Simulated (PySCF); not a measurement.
**Ti+: excitation energy**

Ti+ [Ar] 3d2 4s1 (4F) → Ti+ [Ar] 3d1 4s1 4p1 (high-spin determinant), as a difference of total energies. Computed with PySCF 2.14 in aug-cc-pVDZ, with the non-relativistic Hamiltonian (point nucleus). Correlated levels: valence: [Ar] frozen. The calculations carry no spin-orbit coupling.

```csv
method,excitation energy (eV)
UHF,6.390
MP2 (valence),6.471
SCS-MP2 (valence),6.417
CCSD (valence),6.517
CCSD(T) (valence),6.509
```

Problem. How much does correlation contribute at CCSD(T) (valence)?

Solution. 6.509 − (6.390) = 0.119 eV, measured against UHF.

The determinant of the upper state mixes LS terms, which raises its energy above the lowest term, most at the Hartree-Fock and MP2 levels.
